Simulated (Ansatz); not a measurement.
B₇H₁₃, relaxed as a singlet with RKS B3LYP-D4/def2-SVP in Ansatz, starting from the GFN2-xTB geometry. Force threshold 0.02 eV/Å.

Another isomer (singlet) lies 1.39 eV lower at PBE0-D4/def2-TZVP; other spin states weren't run for this one.

Start:

Cartesian coordinates in Å:
```
B -0.079 -0.766 1.063
B -1.277 -0.221 -0.332
B -0.789 0.709 1.023
B 1.558 -1.031 0.314
B -1.923 1.364 -0.315
B 0.623 -0.535 -1.913
B 0.969 0.524 1.356
H 1.403 -0.865 -0.995
H 1.540 0.589 2.382
H -1.360 1.490 1.690
H 1.725 -2.195 0.434
H -3.083 1.444 -0.148
H -2.108 -1.041 -0.469
H -0.409 -1.587 1.836
H 0.448 -1.461 -2.619
H 1.077 1.520 0.710
H -1.432 2.352 -0.731
H 2.607 -0.486 0.461
H -0.490 -0.269 -1.338
H 0.999 0.465 -2.410
```

```tsv
step	energy (eV)	largest force component (eV/Å)	SCF passes
1	-4940.0880	1.236	17
2	-4940.5475	0.701	19
3	-4940.9129	0.705	19
4	-4941.3266	0.694	19
5	-4941.5638	0.904	19
6	-4941.6741	0.499	19
7	-4941.7519	0.287	19
8	-4941.8035	0.129	20
9	-4941.8091	0.263	19
10	-4941.8243	0.090	20
11	-4941.8256	0.039	21
12	-4941.8261	0.024	22
13	-4941.8264	0.006	13
```

Force components are those of the run's own axes.

End:

```xyz
20

B    -0.151   -0.912    0.917
B    -1.057   -0.232   -0.471
B    -0.543    0.709    0.843
B     1.423   -1.022    0.170
B    -1.749    1.540   -0.010
B     0.525   -0.763   -1.709
B     1.037    0.262    1.373
H     1.645   -0.579   -1.029
H     1.536    0.519    2.430
H    -1.379    1.477    1.422
H     2.155   -1.955    0.341
H    -2.926    1.328    0.093
H    -2.061   -0.814   -0.753
H    -0.610   -1.750    1.640
H     0.223   -1.897   -1.938
H     0.633    1.382    0.723
H    -1.378    2.612   -0.417
H     2.111    0.071    0.546
H    -0.423    0.147   -1.537
H     0.988   -0.123   -2.634
```

Bonds formed: B3–H16, B7–H18 (atoms count from 1).

No frequencies were taken in this run, so the end may be a saddle point.

Hardware: 4 threads of Arm Neoverse V1 on a shared host. Wall time 42 s.
